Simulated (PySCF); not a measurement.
C5H3F3O.
Cartesian coordinates in Å at the GFN2-xTB level; atoms count from 1:
```xyz
12
C5H3F3O angstrom
F     -1.435    2.377   -0.607
C     -0.718    1.300   -0.298
C     -1.242    0.080   -0.254
C     -0.408   -1.079    0.187
F     -0.741   -1.410    1.510
C      1.031   -0.671    0.128
F      1.941   -1.657    0.201
C      1.432    0.595    0.026
O      0.571    1.633   -0.123
H     -2.291   -0.070   -0.438
H     -0.602   -1.999   -0.380
H      2.466    0.900    0.021
```

Probes without a nucleus sit at each ring's centroid and 1 Å off its mean plane on both sides; NICS is minus the shielding there, NICSzz its component along the normal. Level: GIAO PBE0/pcSseg-1 (PySCF, non-relativistic, gas phase) on the GFN2-xTB geometry, one conformer.

Ring bond lengths (Å), with Mayer bond orders in brackets: C2–C3 1.329 (1.75), C3–C4 1.495 (1.02), C4–C6 1.497 (1.01), C6–C8 1.331 (1.75), C8–O9 1.357 (0.98), O9–C2 1.343 (1.05).

Problem. What do the NICS probes read (ppm)?

Solution. 
| ring | type | NICS(0) | NICS(1), two faces | NICS(1)zz, two faces | rms pucker (Å) | centre to ring atoms, mean (Å) |
| --- | --- | --- | --- | --- | --- | --- |
| C2–C3–C4–C6–C8–O9 | 6-membered ring with O; formal bonds 2 double, 4 single | -4.7 | -5.3 / -2.8 | -6.9 / -2.2 | 0.07 | 1.39 |

Problem. What do they say, and how far can they be read as aromaticity?

Solution. 
- C2–C3–C4–C6–C8–O9: mean NICS(1)zz -4.6 ppm, shielded. C4 has four or more neighbours, and the NICS criterion for π rings isn't applied. The two faces differ by 4.7 ppm, so no symmetry operation interchanges them.

Problem. What is the mean of the two in-plane components of NICS at the first NICS(1) probe listed for ring C2–C3–C4–C6–C8–O9, 1 Å off the ring?

Solution. The isotropic value is a third of the trace: (3 × -5.3 − (-6.9))/2 = -4.5 ppm.

Problem. What are the shieldings of the ring atoms and their hydrogens in the same run (means over atoms taken as equivalent)?

Solution. 
```
atoms                    environment  σ isotropic (ppm)  principal values of the symmetric part, first atom (ppm)
   C2             vinylic C–F carbon               17.1                                         -71.2, 58.8, 63.6
   C3               alkene CH carbon              103.1                                        37.8, 111.5, 159.9
   C4                 sp3 C–F carbon              102.0                                         66.2, 85.3, 154.4
   C6             vinylic C–F carbon               28.0                                         -51.4, 51.2, 84.4
   C8  vinylic carbon bearing oxygen               50.2                                        -28.6, 68.9, 110.3
   O9            cyclic ether oxygen              152.5                                        33.2, 160.6, 263.7
  H10               vinylic hydrogen              26.39                                          22.8, 27.9, 28.5
  H11               methine hydrogen              25.52                                          23.0, 25.0, 28.6
  H12               vinylic hydrogen              24.41                                          21.3, 25.3, 26.7
```

Cost: about 70 s of CPU time on one thread (grids of density and orbitals included); the machine was shared, so the figure is rough. This is the whole shielding run at PBE0/pcSseg-1, SCF included.
